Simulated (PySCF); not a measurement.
C3H7O, SMILES [CH2]C(C)O, multiplicity 2. Geometry: PBE-D3(BJ)/def2-SVP. The isomer is the one that the SMILES or the coordinates give; other isomers of the formula were not compared. One conformer was computed; it need not be the lowest.

Calculation: PBE-D3(BJ)/def2-SVP (PySCF 2.14.0).

Harmonic wavenumbers (cm⁻¹): 135, 254, 332, 354, 417, 437, 562, 825, 872, 932, 993, 1111, 1128, 1209, 1280, 1331, 1345, 1377, 1413, 1417, 2889, 2966, 3054, 3075, 3081, 3195, 3666. Rotational constants (GHz): 8.986, 8.269, 4.865; symmetry number 1.

**Question.** Work out the zero-point energy and the ideal-gas rigid-rotor harmonic-oscillator thermochemistry at 298.15 K and 1 atm.

**Answer.** ZPE = ½ Σ hcν = ½ × 39652 cm⁻¹ = 237.17 kJ/mol. H − E(el) = 254.89 kJ/mol. Entropy in J/(mol K): translation 159.62, rotation 101.68, vibration 42.15, spin 5.76, total 309.21. G − E(el) = 162.70 kJ/mol. Cp = 92.85 J/(mol K). Modes under 150 cm⁻¹ make the vibrational entropy uncertain.
